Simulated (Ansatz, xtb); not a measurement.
# Ligand exchange: MgHCl + CBr2F2 → MgHF + CBr2ClF

Species: MgHCl `[MgH][Cl]`, singlet; CBr2F2 (dibromodifluoromethane) `FC(F)(Br)Br`, singlet; MgHF `[F][MgH]`, singlet; CBr2ClF (dibromochlorofluoromethane) `FC(Cl)(Br)Br`, singlet. The partners trade Cl for F: Mg–Cl and C–F bonds give way to Mg–F and C–Cl.

Shapes, held fixed at every level: PBE0-D4/def2-TZVP. Programs: Ansatz 0.2.0, xtb 6.7.1. The zero-point and thermal change to 298 K, harmonic and unscaled (PBE0-D4/def2-TZVP), is -2.6 kJ/mol.

Estimate ΔH(298 K) of this reaction.

The highest level, CCSD(T)/def2-TZVPP, gives ΔH(298 K) = +44.8 kJ/mol; the levels span -127.9 to +81.5. They disagree on the sign: 7 of 8 are positive. GFN0-xTB strays far from the other rows. The column of differences is taken from that level and isn't an error. No measured value is set beside it here. Relativity is left out for Br. Outer-core shells of Br, Mg are correlated, in sets that cover them unevenly.

```csv
level,kind,ΔH(298 K) (kJ/mol),less CCSD(T)/def2-TZVPP
GFN0-xTB,semi-empirical,-127.9,-172.7
HF/def2-TZVPP,Hartree–Fock,+81.5,+36.7
r2SCAN-D4/def2-TZVPP,meta-GGA,+53.1,+8.3
wB97X-V/def2-TZVPP,range-separated hybrid,+50.5,+5.7
B2PLYP/def2-TZVPP,double hybrid,+43.5,-1.3
MP2/def2-SVP,perturbation theory,+44.2,-0.6
CCSD(T)/def2-SVP,coupled cluster or CI,+54.0,+9.2
CCSD(T)/def2-TZVPP,coupled cluster or CI,+44.8,0.0
```
